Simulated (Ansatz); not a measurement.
NaC, multiplicity 4 (lowest of 2S+1 = 2, 4 at CCSD(T)/def2-TZVPP on PBE0 minima; our sources give no spin for the ground state, which may be another), most abundant isotopes (12.0000 and 22.9898 u). Constants from fifth-degree fits in 1/R to seven points on the lowest solution found; no spin–orbit coupling, no relativity up to Kr; ω_e x_e and α_e move by some per cent with the fit.

Correlated levels freeze the inner cores; with def2 sets outer-core shells near the valence are correlated too.

Codes used: Ansatz (Gaussian orbitals). 

| level | r_e (Å) | ω_e (cm⁻¹) | ω_e x_e (cm⁻¹) | α_e (cm⁻¹) |
|---|---|---|---|---|
| PBE/def2-TZVPP | 2.2486 | 410.5 | 3.29 | 0.00515 |
| CCSD(T)/def2-QZVPP | 2.2288 | 454.3 | 3.48 | 0.00435 |

Q: Derive the rotational constants, the centrifugal constant, the fundamental, the zero-point energy and the force constant.

A: 
μ = 7.88451 u.
- PBE/def2-TZVPP: B_e = 16.8576/(μ r_e²) = 0.42286 cm⁻¹; B₀ = B_e − α_e/2 = 0.42029 cm⁻¹; D = 4B_e³/ω_e² = 1.79e-06 cm⁻¹; fundamental ω_e − 2ω_e x_e = 404 cm⁻¹; zero-point energy ω_e/2 − ω_e x_e/4 = 204 cm⁻¹; k = μ(2πcω_e)² = 78.3 N/m
- CCSD(T)/def2-QZVPP: B_e = 16.8576/(μ r_e²) = 0.43040 cm⁻¹; B₀ = B_e − α_e/2 = 0.42823 cm⁻¹; D = 4B_e³/ω_e² = 1.55e-06 cm⁻¹; fundamental ω_e − 2ω_e x_e = 447 cm⁻¹; zero-point energy ω_e/2 − ω_e x_e/4 = 226 cm⁻¹; k = μ(2πcω_e)² = 95.9 N/m

Ansatz is a program for electronic structure.
